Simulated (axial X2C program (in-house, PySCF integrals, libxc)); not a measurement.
## Potential curves of CoAs, 2c

Computed with an in-house all-electron X2C program for linear molecules (integrals from PySCF). Two-component (2c) means X2C with spin–orbit coupling and atomic mean-field two-electron Coulomb and Gaunt terms. Basis: As dyall-cv3z [9s9p6d4f1g], Co dyall-cv3z [9s10p6d3f2g] (cores contracted in-house); Gaussian nuclei, density fitting, unrestricted open shells. Masses: As 74.922 u, Co 58.933 u.

State: Ω = 4 (⟨Sz⟩ = 2.00, ⟨Lz⟩ = 2.00 at HF). Energies in eV from the lowest point of each curve. Fits are polynomials in 1 − R0/R over 0.85 to 1.23 times the lowest point R0.

```tsv
R (Å)	HF	PBE0	TPSSh	MP2
1.9305	1.5331	0.6683	0.5582	0.6035
2.0193	0.9103	0.2724	0.2021	0.2412
2.0859	0.5831	0.1059	0.0616	0.0934
2.1524	0.3479	0.0220	0.0009	0.0197
2.2190	0.1848	0.0000	0.0000	0.0000
2.2967	0.0665	0.0319	0.0541	0.0269
2.3743	0.0084	0.1075	0.1499	0.0923
2.4742	0.0000	0.2471	0.3129	0.2152
2.5962	0.0615	0.4548	0.5454	0.4014
2.7737		0.7860	0.9063
```

Correlated methods: 14 electrons correlated (number of frozen shells: As 3 s, 2 p, 1 d; Co 3 s, 2 p), 284 virtual spin orbitals or spinors in MP2.

The state is one determinant whose occupation by symmetry is held fixed; it was picked as the lowest of a PBE0 search that is not exhaustive. Density functionals use the spin component along the axis (collinear). PBE0 can misorder states that lie within some tenths of an eV, so this need not be the ground state of the molecule. The nearest other 2c determinant of the search, Ω = 5, lies 0.33 eV up at the distance of the search. The functionals have no current-density term, which raises determinants with orbital currents, atoms included. With several unpaired electrons one determinant need not be a pure state. Open-shell Ω = 0 determinants with evenly filled partner blocks cannot be reached by this program, so the Ω shown need not be the lowest component. Some points did not converge and are left out. The stretched end of a curve changes character and is left out. MP2 and coupled cluster on one determinant become unreliable at the stretched end.

Problem. Fit the HF curve near its minimum: give the equilibrium distance and the harmonic wavenumber.

Solution. At HF, 2c: Re = 2.436 Å, ωe ≈ 226 cm⁻¹; Be follows as 0.0861 cm⁻¹.

Problem. Fit the PBE0 curve near its minimum: give the equilibrium distance and the harmonic wavenumber.

Solution. At PBE0, 2c: Re = 2.214 Å, ωe ≈ 295 cm⁻¹; Be follows as 0.104 cm⁻¹.

Problem. Fit the TPSSh curve near its minimum: give the equilibrium distance and the harmonic wavenumber.

Solution. At TPSSh, 2c: Re = 2.186 Å, ωe ≈ 309 cm⁻¹; Be follows as 0.107 cm⁻¹.

Problem. What are Re and ωe at the MP2 level?

Solution. At MP2, 2c: Re = 2.215 Å, ωe ≈ 274 cm⁻¹; Be follows as 0.104 cm⁻¹.
